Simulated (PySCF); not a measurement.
C₄H₄OSe, SMILES C=C1C[Se]C1=O. Coordinates come from a PBE0-D3(BJ)/def2-SVP optimisation. The structure was generated by enumeration, and PubChem lists no compound with its InChIKey, so it may never have been made.

Computed equilibrium geometry at PBE0-D3(BJ)/def2-SVP (PySCF confirms it by a frequency run) as Cartesian coordinates in Å, and its point group:
point group Cs.
```xyz
10

C      0.5767    -2.6116     0.0000
C      0.4357    -1.2853     0.0000
C      1.4442    -0.1602     0.0000
Se     0.0285     1.2128     0.0000
C     -0.8569    -0.5436     0.0000
O     -1.9953    -0.8831     0.0000
H      1.5600    -3.0893     0.0000
H     -0.3116    -3.2490     0.0000
H      2.0736    -0.1142     0.8999
H      2.0736    -0.1142    -0.8999
```
